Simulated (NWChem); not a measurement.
# C₄H₇N; SMILES C=C=CCN

```xyz
12

C     -0.4981    -2.1731     0.0000
C      0.2751    -1.1053     0.0000
C      1.0193    -0.0157     0.0000
C      0.4532     1.3998     0.0000
N     -0.9917     1.5439     0.0000
H     -0.8303    -2.6466    -0.9408
H     -0.8303    -2.6466     0.9408
H      2.1219    -0.1174     0.0000
H      0.8702     1.9389     0.8815
H      0.8702     1.9389    -0.8815
H     -1.3782     1.0454     0.8136
H     -1.3782     1.0454    -0.8136
```
Atoms are numbered in this order, from 1.

Program: NWChem. Geometry: optimised at PBE-D3(BJ)/def2-SVP.

**Question.** Taking B3LYP/def2-TZVPP as the yardstick, which of these has the fewest basis functions while keeping “highest occupied level (eV)” within 0.1 eV of it: B3LYP/def2-SVP; B3LYP/def2-SVPD; B3LYP/def2-TZVP?

**Answer.** B3LYP/def2-SVPD.
```tsv
level	basis functions	highest occupied level (eV)	relative time (rough)
B3LYP/def2-SVP	105	-6.59	1
B3LYP/def2-SVPD	156	-6.94	3
B3LYP/def2-TZVP	197	-6.91	3
B3LYP/def2-TZVPP	253	-6.91	7
```

The yardstick is one finite set, not the basis-set limit.
